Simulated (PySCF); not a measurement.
**Ionisation energy of Sc⁺ by level of theory**

Sc⁺ [Ar] 3d1 4s1 (3D) → Sc²⁺ [Ar] 3d1 (2D), as a difference of total energies. All numbers are calculated (PySCF 2.14, the non-relativistic Hamiltonian (point nucleus), in def2-SVP). Correlated levels: valence: [Ar] frozen. The calculations carry no spin-orbit coupling.

```json
{"method": "UHF", "ionisation energy (eV)": "12.107"}
{"method": "TPSS", "ionisation energy (eV)": "12.648"}
{"method": "B3LYP", "ionisation energy (eV)": "12.951"}
{"method": "MP2 (valence)", "ionisation energy (eV)": "12.151"}
{"method": "SCS-MP2 (valence)", "ionisation energy (eV)": "12.122"}
```

Task: How much does correlation contribute at MP2 (valence)?

Result: 12.151 − (12.107) = 0.044 eV, measured against UHF.

These non-relativistic numbers lack the scalar-relativistic shift.

The reference lies between the lowest fine-structure levels, while these numbers refer to the centres of the terms.

Errors of the correlated levels include the incompleteness of this basis and the frozen core.

For comparison: 12.800 eV (measured; NIST Atomic Spectra Database, ionization energies).
